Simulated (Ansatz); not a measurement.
The same ligand exchange along the group F, Cl, Br.

Isolated molecules relaxed with PBE0-D4/def2-TZVP in Ansatz; ΔE leaves out vibrations. CCSD(T)/CBS adds triple-zeta CCSD(T) − MP2 to the extrapolated MP2 energy (def2 sets, frozen cores). DFT in def2-TZVPP. B3LYP here is the variant with VWN-RPA as its local correlation; programs differ in this. For Br, Ge outer-core shells are correlated without core-valence functions, which leaves a few kJ/mol of doubt a bond. Scalar relativity is left out up to krypton. One conformer a species, not always the lowest.

```tsv
reaction	PBE0-D4 (kcal/mol)	B3LYP-D4 (kcal/mol)	ωB97M-V (kcal/mol)	ωB97X-V (kcal/mol)	CCSD(T)/CBS(def2) (kcal/mol)
`CO[SiH](F)O[SiH3]` + `[OH][GeH3]` → `[SiH3][O][GeH3]` + `CO[SiH](O)F`	0.6	0.9	0.5	0.6	0.6
`CO[SiH](Cl)O[SiH3]` + `[OH][GeH3]` → `[SiH3][O][GeH3]` + `CO[SiH](O)Cl`	0.6	1.0	0.4	0.5	0.6
`CO[SiH](Br)O[SiH3]` + `[OH][GeH3]` → `[SiH3][O][GeH3]` + `CO[SiH](O)Br`	0.5	0.9	0.4	0.4	0.6
```

Largest T1 diagnostic: 0.012, for `[SiH3][O][GeH3]`.
